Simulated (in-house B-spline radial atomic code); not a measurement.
How numerical settings move a run on Ti, [Ar] 3d2 4s2. Computed with a B-spline radial code for spherical atoms: scalar-relativistic (X2C) Hartree-Fock, average of configuration, Fermi nucleus of rms radius 3.5921 fm.

Command:
```bash
python run_scf.py task.json out
```
Settings of the sound reference run:
```
Z                22
electrons        22
configuration    [Ar] 3d2 4s2
hamiltonian      x2c
method           hf
spin_polarised   False
nucleus          fermi
rms_radius       3.5921
mass_number      48
atomic_mass      47.94794
speed_of_light   137.036
knot_spacing     0.22
spline_order     8
gauss_points     12
box_radius       50
max_iterations   70
damping          0.5
damped_steps     3
diis_vectors     10
tolerance        1e-08
start            Thomas-Fermi
```

Run time, properties included: 0.31 s on 1 thread of Arm Neoverse N1, with other jobs on the host.

It converges in 12 iterations to -852.718596 hartree, with 4s at -6.08477 eV. The other runs change the listed settings, some to values that make no sense; their results aren't properties of the atom or ion. Radii are in bohr (the nuclear one in fm), a minus after a letter asks for a j subshell, and «unchanged» means within 1e-8 hartree. The run stops when the residual is below 10 × tolerance × max(1, Z/10), or a noise floor if that is larger, and the energy moves by less than 1e-8 × √|E| hartree; so very loose and very tight tolerances often act alike.

```tsv
changed settings	outcome
knot_spacing = 1.4	converged in 12 iterations, energy +1.54e+01 hartree from the reference, 4s level -1.4e-02 eV
knot_spacing = 0.4	converged in 12 iterations, energy +7.87e-05 hartree from the reference, 4s level +1.9e-06 eV
gauss_points = 8	converged in 12 iterations, energy -1.08e-07 hartree from the reference, 4s level -3.1e-07 eV
max_iterations = 3	not converged after 3 iterations, last residual 4.3e-02, last energy +1.23e-01 hartree from the reference
spline_order = 5, gauss_points = 6, max_iterations = 60, damped_steps = 0	converged in 10 iterations, energy +7.53e-06 hartree from the reference, 4s level +1.7e-06 eV
knot_spacing = 1	converged in 12 iterations, energy +3.29e+00 hartree from the reference, 4s level +1.1e-01 eV
electrons = 30, configuration = [Ar] 3d2 4s2 6s2 6p6, max_iterations = 50	converged in 33 iterations to -851.6936 hartree, a different physical problem (warning: 4s has a positive eigenvalue: unbound, held by the box)
electrons = 23, configuration = [Ar] 3d2 4s2 1f1, max_iterations = 50	stopped with error: there is no 1f shell
spline_order = 3, first_knot = 0.136, max_iterations = 2, diis_vectors = 4	not converged after 2 iterations, last residual 2.0e-01, last energy +1.18e+02 hartree from the reference
max_iterations = 12	converged in 12 iterations, energy unchanged
knot_spacing = 0.75	converged in 12 iterations, energy +4.23e-01 hartree from the reference, 4s level +1.8e-03 eV
knot_spacing = 0.3	converged in 12 iterations, energy -1.91e-07 hartree from the reference, 4s level +1.1e-06 eV
max_iterations = 5	not converged after 5 iterations, last residual 6.7e-03, last energy +2.99e-03 hartree from the reference
knot_spacing = 0.1	converged in 11 iterations, energy +1.70e-07 hartree from the reference
gauss_points = 6	converged in 12 iterations, energy -7.22e-08 hartree from the reference
knot_spacing = 0.55	converged in 12 iterations, energy +1.15e-02 hartree from the reference, 4s level +7.4e-04 eV
gauss_points = 3	converged in 13 iterations, energy -2.67e+04 hartree from the reference, 4s level -2.4e+01 eV
knot_spacing = 0.15	converged in 11 iterations, energy +4.57e-07 hartree from the reference
```

Task: What happens with knot_spacing = 0.4, max_iterations = 8, diis_vectors = 1, start = bare nucleus?

Result: Not converged after 8 iterations, last residual 2.3e-03, last energy +1.61e-04 hartree from the reference.

Task: What happens with gauss_points = 16?

Result: Converged in 12 iterations, energy -1.12e-08 hartree from the reference.

Task: What happens with max_iterations = 2?

Result: Not converged after 2 iterations, last residual 1.6e-01, last energy +1.15e+00 hartree from the reference.

Task: What happens with knot_spacing = 2?

Result: Converged in 11 iterations, energy +1.22e+02 hartree from the reference, 4s level +2.4e-01 eV (the program warns: 2s reaches the box edge; 3s reaches the box edge).
